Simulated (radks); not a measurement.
Spherical quantum dot in the effective-mass picture: electrons in a hard-walled sphere of radius 1.49, with a point charge +1 (a donor) at the centre, all in effective atomic units (hartree* = m*/eps^2 hartree, bohr* = eps/m* bohr), one dielectric constant everywhere. Calculated with a radial shooting solver with Libxc functionals: non-relativistic Kohn-Sham, exchange-only LDA, spin-polarised, spherical densities. Levels are named by radial order and angular momentum (1s, 1p, 1d, 2s, ...), and open shells are averaged over m. Results are scaled to m* = 0.03 and eps = 12.4, for which hartree* = 5.309 meV and bohr* = 21.87 nm.

N = 18, configuration 1s2 1p6 1d10. This is the lowest configuration that the search found. Occupied and some empty levels:

| level | occupation | eigenvalue (meV) | <r> (nm) |
|---|---|---|---|
| 1s | 2 | 93.018 | 17.94 |
| 1p | 6 | 103.10 | 20.67 |
| 1d | 10 | 116.57 | 22.09 |
| 2s | 0 | 124.86 | 15.16 |
| 1f | 0 | 133.52 | 23.09 |
| 2p | 0 | 151.05 | 17.08 |

Energy (meV): total 1192.95, kinetic 580.92, external -107.29, Hartree 806.43, exchange-correlation -87.104.
